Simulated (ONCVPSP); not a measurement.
# osmium (Os), ONCV: configuration errors across variants

| Property | Result |
| --- | --- |
| Element | Os (Z = 76) |
| Generator | ONCVPSP 4.0.1 |
| Type | optimised norm-conserving Vanderbilt (ONCV) |
| Functional | PBEsol |
| Relativity | scalar-relativistic |
| Frozen core | [Kr] 4d10 4f14 |
| Valence charge | 16 |
| Reference configuration | 5s2 5p6 5d6 6s2 |
| Partial waves | 5s+6s: rc 1.85 bohr, ncon 3, nbas 7, qcut 6.9 1/bohr, 2 projectors; 5p: rc 1.40 bohr, ncon 3, nbas 6, qcut 11.5 1/bohr, 1 projector; 5d: rc 2.20 bohr, ncon 5, nbas 10, qcut 7.7 1/bohr, 1 projector |
| Local potential | polynomial inside 1.05 bohr (lpopt 2, dvloc0 6 Ha) |
| Core correction | none |

All-electron excitation energies from the reference (eV): (1) 5s2 5p6 5d6 6s1 9.624; (2) 5s2 5p6 5d6 6s0 26.565; (3) 5s2 5p6 5d5 6s0 55.444; (4) 5s2 5p6 5d7 6s0 9.081.

A true bound ghost makes a file unfit for plane-wave use even where its test errors are small: the radial tests pick states by their node count and pass the ghost by.

Errors AE − PS in meV (a dash: test not solved or not reliable):

```csv
change,(1),(2),(3),(4),bound ghosts,GHOST(+) flags above zero
base,-4.4,-14,-17,-15,none,none
"local potential polynomial inside 1.05 bohr (lpopt 2, dvloc0 0.5 Ha)",-4.4,-14,-16,-15,none,none
"local potential polynomial inside 1.05 bohr (lpopt 2, dvloc0 2.5 Ha)",-4.4,-14,-17,-15,none,none
"local potential polynomial inside 1.05 bohr (lpopt 2, dvloc0 4 Ha)",-4.4,-14,-17,-15,none,none
"local potential polynomial inside 1.05 bohr (lpopt 2, dvloc0 7.5 Ha)",-4.4,-14,-18,-16,none,none
"local potential polynomial inside 1.05 bohr (lpopt 2, dvloc0 8.5 Ha)",-4.5,-15,-19,-16,s,none
```

**Question.** Give the same row for: local potential polynomial inside 1.05 bohr (lpopt 2, dvloc0 -1.5 Ha).

**Answer.** -4.4, -14, -16, -15; bound ghosts: none; GHOST(+) flags above zero: none.
